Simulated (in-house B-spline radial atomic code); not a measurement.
The numbers below are computed, except where a source is named.
## Ni ion on P atom: potential, deflection and energy transfer

The pair potential comes from two frozen, spherical free-atom densities (PBE, B-spline radial code, scalar-relativistic past argon): electrostatics plus the change in Thomas-Fermi kinetic and Dirac exchange energy where they overlap, the recipe behind the universal ZBL potential, which averages such potentials (from solid-state densities) over many pairs. It is written V = (Z1 Z2 e²/r) φ(r/a), with e² = 14.3996 eV·Å and a = 0.46850 Å/(Z1^0.23 + Z2^0.23); ZBL's fit is φ = 0.18175 e^(−3.1998x) + 0.50986 e^(−0.94229x) + 0.28022 e^(−0.4029x) + 0.02817 e^(−0.20162x). Where φ falls below 4e-4 it is continued as an exponential.

Masses 58.69 and 30.97 u.

```csv
x = r/a,"φ, this pair","φ, ZBL"
0.1,0.8955,0.8928
0.25,0.7758,0.7647
0.5,0.629,0.6096
1,0.4377,0.4164
1.5,0.3184,0.2995
2,0.2384,0.2218
3,0.1399,0.1292
4,0.08728,0.08026
5,0.05658,0.05224
6.5,0.03041,0.02914
8,0.01752,0.01705
10,0.009437,0.008778
12,0.005325,0.00474
14.5,0.00256,0.002328
17,0.001198,0.001212
```

(1) At x = 4 the electrostatic, kinetic and exchange parts are 166.0, 1053.95 and -88.63 eV. Find r, V and φ.

(2) The ion comes in at 15.01 keV with impact parameter 0.5833 Å. The scattering integral gives a centre-of-mass angle of 11.72° and a closest approach of 5.26 a. What are the reduced energy, the energy passed on and the laboratory angles?

## Answers

(1) a = 0.46850/(2.1520 + 1.8642) = 0.11665 Å, so r = 0.46660 Å. V = 166.0 + 1053.95 + (-88.63) = 1131.32 eV. The bare repulsion is 28 × 15 × 14.3996/0.46660 = 12961 eV, so φ = 0.0873, +8.7 % against ZBL's 0.0803. The kinetic (Pauli) term is 93 % of V here.

(2) ε = E a M2/(Z1 Z2 e² (M1 + M2)) = 15010 × 6.6624e-06 = 0.1. The most that one collision can pass on is γE with γ = 4 M1 M2/(M1 + M2)² = 0.9044. Here T = γE sin²(θ/2) = 0.9044 × 15010 × 0.01043 = 141.6 eV. The ion turns by arctan(sin θ/(cos θ + M1/M2)) = 4.0°, and the struck atom leaves at (180° − θ)/2 = 84.1°. The closest approach is 0.614 Å. With ZBL the angle would be 10.78° and T = 119.8 eV.
